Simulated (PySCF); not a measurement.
**From computed data to an observable: chemical shift, span and skew from a shielding tensor**

AlFCl₂, SMILES [F][Al]([Cl])[Cl]. Atoms are numbered in the order given.

```xyz
4

Al     0.0000     0.0000    -0.3478
F      0.0000     0.0000    -1.9980
Cl     0.0000     1.8092     0.6619
Cl     0.0000    -1.8092     0.6619
```

The structure is a stationary point at PBE0-D3(BJ)/def2-SVP.

GIAO shieldings from HF/pcSseg-2 in PySCF, non-relativistic, no solvent. The symmetric part of the tensor of F2 has the principal values 330.0, 347.9, 440.4 ppm. The same nucleus in CFCl3 has σ = 237.3 ppm at this level (PySCF, at its B3LYP-D3(BJ)/def2-TZVP geometry). Without spin–orbit terms, shifts of atoms bonded to Cl or Br come out too high.

Work out the isotropic shielding, the ¹⁹F shift against CFCl3, the span and the skew.


σ(iso) = (σ11 + σ22 + σ33)/3 = 372.8 ppm. δ = σ(ref) − σ(iso) = 237.3 − (372.8) = -135.5 ppm.
Span Ω = σ33 − σ11 = 110.4 ppm. Skew κ = 3(σ(iso) − σ22)/Ω = 0.68. Tumbling in solution averages the tensor to δ; in a static solid the shielding alone would spread this spin-1/2 line over Ω.
